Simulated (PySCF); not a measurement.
**Radial density of Se (selenium, neutral)**

UHF, [Ar] 3d10 4s1 4p4 5s1, high-spin 5P determinant (an excited configuration). Calculation: PySCF 2.14, in aug-cc-pVQZ-PP with ECP10MDF; a scalar-relativistic core potential. This is the valence pseudo-density: the core potential removes the inner electrons and smooths the orbitals near the nucleus.

```csv
r (bohr),4πr²ρ (e/bohr),4πr²(ρα − ρβ)
0.000590,2.885e-05,0.0000
0.000992,8.102e-05,0.0000
0.00167,0.0002247,0.0000
0.00281,0.0006060,0.0001
0.00472,0.001561,0.0001
0.00794,0.003810,0.0003
0.0134,0.008427,0.0007
0.0225,0.01634,0.0014
0.0378,0.02958,0.0021
0.0636,0.09816,0.0024
0.107,0.7433,0.0014
0.180,4.795,0.0090
0.303,19.49,0.1903
0.509,32.39,0.2540
0.856,12.24,0.1900
1.44,3.657,1.9095
2.42,1.854,1.0531
4.07,0.3911,0.2607
6.85,0.1453,0.1430
11.5,0.0009616,0.0010
```

Energies and moments cover only the electrons outside the core potential. The outer electron is Rydberg-like, and this basis confines it to a smaller radius and binds it less than a complete one would.
